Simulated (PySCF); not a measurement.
## Charge-transfer reorganisation: `c1c(C)ccc[s+]1`, [C6H7S]+, charge +1

Geometry:
| atom | x (Å) | y (Å) | z (Å) |
| --- | --- | --- | --- |
| C1 | 2.068 | -0.256 | -0.322 |
| C2 | 0.622 | 0.097 | -0.136 |
| C3 | -0.366 | -0.901 | -0.230 |
| C4 | -1.732 | -0.677 | -0.061 |
| C5 | -2.258 | 0.570 | 0.220 |
| S6 | -1.320 | 1.956 | 0.391 |
| C7 | 0.255 | 1.407 | 0.141 |
| H8 | 2.419 | -0.866 | 0.520 |
| H9 | 2.209 | -0.845 | -1.235 |
| H10 | 2.702 | 0.631 | -0.384 |
| H11 | -0.041 | -1.915 | -0.450 |
| H12 | -2.422 | -1.512 | -0.153 |
| H13 | -3.326 | 0.730 | 0.349 |
| H14 | 1.000 | 2.196 | 0.216 |

Total charge +1.

Computed with UKS PBE0/6-31+G* four-point reorganisation energy, gas phase (PySCF 2.14.0). Geometry: PBE0/6-31+G*.

Question: What is the inner reorganisation energy for electron transfer, with the electron affinity?

Answer: λ = 0.139 (surface of the reduced species) + 0.133 (surface of the starting species) = 0.272 eV. The electron affinity is 5.85 eV vertical and 5.99 eV adiabatic without zero-point energy; at the relaxed geometry of the reduced species the two energies differ by 6.12 eV. Largest bond changes: C5–S6 1.683 → 1.745 Å, S6–C7 1.687 → 1.748 Å, C7–C2 1.388 → 1.369 Å, C4–C5 1.382 → 1.368 Å, C3–C4 1.395 → 1.409 Å. ⟨S²⟩ of the relaxed reduced species 0.784.
